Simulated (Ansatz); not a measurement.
Cartesian coordinates in Å:
```
Ge 1.206 -0.318 -1.331
Si -0.511 0.623 0.001
C -1.126 -0.192 1.499
O -0.147 0.891 1.610
H 2.266 0.739 -1.679
H 1.871 -1.468 -0.562
H 0.613 -0.860 -2.642
H -1.334 1.675 -0.647
H -2.095 0.064 1.924
H -0.742 -1.155 1.828
```

Charge 0, multiplicity 1.

(1) List the PBE/def2-TZVPP orbital energies in eV (Ansatz 0.2.0). (Best estimate.)

Answers

(1) The calculation gave: Occupied: -10804.56, -1780.16, -1337.96, -1191.37, -1191.36, -1191.36, -510.32, -270.05, -162.52, -137.87, -113.96, -113.95, -113.94, -94.64, -94.60, -94.57, -29.79, -29.78, -29.76, -29.72, -29.72, -25.37, -15.88, -14.31, -12.42, -11.27, -10.62, -9.34, -8.62, -8.54, -7.73, -6.50, -6.32. Lowest empty: -1.65, -0.63, -0.44, 0.19, 0.70, 1.09, 1.57, 1.70.
